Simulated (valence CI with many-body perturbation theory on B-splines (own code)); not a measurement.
## Forbidden lines of Pt55+

Calculated by configuration interaction combined with many-body perturbation theory (CI+MBPT): five valence electrons over a frozen Dirac-Fock core [Ar], radial functions for each j: 7 s, 7 p, 8 d, 6 f, 4 g, 1 h, with the one-electron correlation potential Σ1 (screened to all orders), the two-electron term Σ2, the three-electron term Σ3, Breit, model QED; selected single and double excitations, second order for the rest (own B-spline code, finite nucleus).

No measured spectrum was set against this ion. As an estimate, large intervals hold to a few tenths of a per cent, small ones and those within an open d or f shell to about a per cent. Among the levels kept, up to 250 cm⁻¹ of a level comes from second order outside the variational space, and about a tenth of that is noise between levels of different J, which matters for small intervals. The list stops below the first excitations out of the core. Only levels of the ground parity were solved; by the run's estimate the other parity begins above the list, which can be wrong where configurations are misplaced.

Lines 1 to 50 of 90 in falling wavelength, among levels below 2157300 cm⁻¹, chosen from the decays that carry over 1 % of a level's rate. Wavelengths and rates use the calculated energies. Electric multipoles are in the length gauge, E1 and E2 with the static RPA response of the core. S is in atomic units (e²a₀⁴ for E2 and M2, e²a₀⁶ for E3), for M1 in squared Bohr magnetons. Weak lines are less certain than strong ones. Lines between different terms over intervals too small for the method are left out, as are lines whose strength nearly cancels. The highest levels of a list are the least certain.

Levels are named by their leading jj configuration (3d3/2^4 stands for four electrons in 3d with j = 3/2), which in mixed levels can hold well under half, so a name can repeat and another be missing. Letters in brackets count levels of one name in rising energy.

| λ vac (nm) | Upper | Lower | Type | A (s⁻¹) | S (a.u.) |
| --- | --- | --- | --- | --- | --- |
| 1085 | (3d3/2^3 3d5/2^2) J=11/2 | (3d3/2^3 3d5/2^2) J=7/2 [a] | E2 | 6.42e-09 | 1.03e-05 |
| 197.5 | (3d3/2^3 3d5/2^2) J=9/2 | (3d3/2^3 3d5/2^2) J=11/2 | M1 | 9.89e+02 | 2.82e+00 |
| 167.1 | (3d3/2^3 3d5/2^2) J=9/2 | (3d3/2^3 3d5/2^2) J=7/2 [a] | M1 | 1.83e+03 | 3.16e+00 |
| 130.8 | (3d3/2^3 3d5/2^2) J=5/2 [b] | (3d3/2^3 3d5/2^2) J=3/2 [a] | M1 | 2.94e+03 | 1.46e+00 |
| 88.64 | (3d3/2^3 3d5/2^2) J=1/2 | (3d3/2^3 3d5/2^2) J=3/2 [a] | M1 | 2.83e+04 | 1.46e+00 |
| 76.05 | (3d3/2^3 3d5/2^2) J=7/2 [b] | (3d3/2^3 3d5/2^2) J=7/2 [a] | M1 | 4.59e+03 | 5.99e-01 |
| 57.48 | (3d3/2^2 3d5/2^3) J=9/2 [c] | (3d3/2^2 3d5/2^3) J=9/2 [b] | M1 | 3.11e+04 | 2.19e+00 |
| 52.00 | (3d3/2^3 3d5/2^2) J=3/2 [b] | (3d3/2^3 3d5/2^2) J=5/2 [b] | M1 | 1.37e+04 | 2.86e-01 |
| 51.93 | (3d3/2^3 3d5/2^2) J=5/2 [b] | (3d3/2^3 3d5/2^2) J=5/2 [a] | M1 | 4.71e+04 | 1.47e+00 |
| 37.60 | (3d3/2^2 3d5/2^3) J=3/2 [c] | (3d3/2^2 3d5/2^3) J=5/2 [c] | M1 | 7.10e+04 | 5.60e-01 |
| 37.20 | (3d3/2^3 3d5/2^2) J=3/2 [b] | (3d3/2^3 3d5/2^2) J=3/2 [a] | M1 | 3.70e+04 | 2.83e-01 |
| 25.98 | (3d3/2^3 3d5/2^2) J=3/2 [b] | (3d3/2^3 3d5/2^2) J=5/2 [a] | M1 | 2.78e+04 | 7.24e-02 |
| 25.78 | (3d3/2^2 3d5/2^3) J=5/2 [d] | (3d3/2^2 3d5/2^3) J=5/2 [b] | M1 | 1.27e+05 | 4.84e-01 |
| 21.22 | (3d3/2^2 3d5/2^3) J=5/2 [d] | (3d3/2^2 3d5/2^3) J=7/2 [a] | M1 | 1.33e+05 | 2.83e-01 |
| 21.14 | (3d3/2^2 3d5/2^3) J=1/2 [a] | (3d3/2^3 3d5/2^2) J=3/2 [b] | M1 | 7.52e+05 | 5.27e-01 |
| 20.71 | (3d3/2^2 3d5/2^3) J=3/2 [a] | (3d3/2^3 3d5/2^2) J=3/2 [b] | M1 | 2.62e+05 | 3.45e-01 |
| 20.37 | (3d3/2^2 3d5/2^3) J=5/2 [b] | (3d3/2^3 3d5/2^2) J=3/2 [b] | M1 | 3.86e+05 | 7.27e-01 |
| 17.32 | (3d3/2^2 3d5/2^3) J=5/2 [c] | (3d3/2^3 3d5/2^2) J=3/2 [b] | M1 | 1.92e+06 | 2.22e+00 |
| 17.30 | (3d3/2^2 3d5/2^3) J=3/2 [b] | (3d3/2^3 3d5/2^2) J=3/2 [b] | M1 | 5.00e+04 | 3.83e-02 |
| 17.18 | (3d3/2^2 3d5/2^3) J=9/2 [a] | (3d3/2^3 3d5/2^2) J=7/2 [b] | M1 | 6.51e+05 | 1.22e+00 |
| 16.67 | (3d3/2^2 3d5/2^3) J=7/2 [a] | (3d3/2^3 3d5/2^2) J=5/2 [b] | M1 | 1.34e+06 | 1.85e+00 |
| 16.66 | (3d3/2^2 3d5/2^3) J=5/2 [a] | (3d3/2^3 3d5/2^2) J=3/2 [a] | M1 | 3.29e+05 | 3.39e-01 |
| 16.18 | (3d3/2^2 3d5/2^3) J=5/2 [a] | (3d3/2^3 3d5/2^2) J=7/2 [a] | M1 | 1.10e+06 | 1.03e+00 |
| 15.93 | (3d3/2^3 3d5/2^2) J=5/2 [a] | (3d3/2^4 3d5/2) J=5/2 | M1 | 7.84e+06 | 7.05e+00 |
| 15.90 | (3d3/2^2 3d5/2^3) J=1/2 [a] | (3d3/2^3 3d5/2^2) J=1/2 | M1 | 3.12e+06 | 9.28e-01 |
| 15.77 | (3d3/2^2 3d5/2^3) J=1/2 [b] | (3d3/2^3 3d5/2^2) J=3/2 [b] | M1 | 1.95e+05 | 5.67e-02 |
| 15.77 | (3d3/2^2 3d5/2^3) J=7/2 [a] | (3d3/2^3 3d5/2^2) J=9/2 | M1 | 2.04e+06 | 2.37e+00 |
| 15.73 | (3d3/2^2 3d5/2^3) J=11/2 | (3d3/2^3 3d5/2^2) J=9/2 | M1 | 8.32e+05 | 1.44e+00 |
| 15.66 | (3d3/2^2 3d5/2^3) J=3/2 [a] | (3d3/2^3 3d5/2^2) J=1/2 | M1 | 7.38e+05 | 4.20e-01 |
| 15.48 | (3d3/2^2 3d5/2^3) J=5/2 [b] | (3d3/2^3 3d5/2^2) J=7/2 [b] | M1 | 7.88e+05 | 6.50e-01 |
| 15.32 | (3d3/2 3d5/2^4) J=5/2 | (3d3/2^2 3d5/2^3) J=3/2 [a] | M1 | 1.69e+06 | 1.35e+00 |
| 15.30 | (3d3/2^2 3d5/2^3) J=9/2 [a] | (3d3/2^3 3d5/2^2) J=9/2 | M1 | 7.15e+04 | 9.49e-02 |
| 14.81 | (3d3/2^2 3d5/2^3) J=3/2 [a] | (3d3/2^3 3d5/2^2) J=5/2 [b] | M1 | 2.67e+06 | 1.29e+00 |
| 14.64 | (3d3/2^2 3d5/2^3) J=5/2 [b] | (3d3/2^3 3d5/2^2) J=5/2 [b] | M1 | 3.02e+06 | 2.10e+00 |
| 14.57 | (3d3/2^2 3d5/2^3) J=11/2 | (3d3/2^3 3d5/2^2) J=11/2 | M1 | 5.13e+06 | 7.07e+00 |
| 14.48 | (3d3/2^2 3d5/2^3) J=9/2 [b] | (3d3/2^3 3d5/2^2) J=7/2 [b] | M1 | 8.82e+05 | 9.92e-01 |
| 14.41 | (3d3/2^2 3d5/2^3) J=7/2 [a] | (3d3/2^3 3d5/2^2) J=7/2 [a] | M1 | 3.17e+06 | 2.82e+00 |
| 14.20 | (3d3/2^2 3d5/2^3) J=9/2 [a] | (3d3/2^3 3d5/2^2) J=11/2 | M1 | 2.06e+06 | 2.18e+00 |
| 14.05 | (3d3/2^2 3d5/2^3) J=7/2 [b] | (3d3/2^3 3d5/2^2) J=7/2 [b] | M1 | 9.56e+05 | 7.87e-01 |
| 14.01 | (3d3/2^2 3d5/2^3) J=9/2 [a] | (3d3/2^3 3d5/2^2) J=7/2 [a] | M1 | 3.16e+06 | 3.23e+00 |
| 13.96 | (3d3/2^2 3d5/2^3) J=5/2 [a] | (3d3/2^3 3d5/2^2) J=5/2 [a] | M1 | 1.43e+07 | 8.65e+00 |
| 13.77 | (3d3/2^3 3d5/2^2) J=7/2 [a] | (3d3/2^4 3d5/2) J=5/2 | M1 | 3.54e+06 | 2.75e+00 |
| 13.73 | (3d3/2 3d5/2^4) J=5/2 | (3d3/2^2 3d5/2^3) J=7/2 [a] | M1 | 3.83e+06 | 2.20e+00 |
| 13.73 | (3d3/2^2 3d5/2^3) J=13/2 | (3d3/2^3 3d5/2^2) J=11/2 | M1 | 1.14e+06 | 1.53e+00 |
| 13.65 | (3d3/2^2 3d5/2^3) J=5/2 [c] | (3d3/2^3 3d5/2^2) J=7/2 [b] | M1 | 3.35e+06 | 1.90e+00 |
| 13.62 | (3d3/2^2 3d5/2^3) J=3/2 [b] | (3d3/2^3 3d5/2^2) J=1/2 | M1 | 5.47e+05 | 2.05e-01 |
| 13.48 | (3d3/2^2 3d5/2^3) J=1/2 [a] | (3d3/2^3 3d5/2^2) J=3/2 [a] | M1 | 7.25e+06 | 1.32e+00 |
| 13.44 | (3d3/2^3 3d5/2^2) J=3/2 [a] | (3d3/2^4 3d5/2) J=5/2 | M1 | 8.04e+06 | 2.90e+00 |
| 13.36 | (3d3/2^2 3d5/2^3) J=7/2 [b] | (3d3/2^3 3d5/2^2) J=5/2 [b] | M1 | 1.59e+05 | 1.13e-01 |
| 13.31 | (3d3/2^2 3d5/2^3) J=3/2 [a] | (3d3/2^3 3d5/2^2) J=3/2 [a] | M1 | 7.21e+06 | 2.52e+00 |
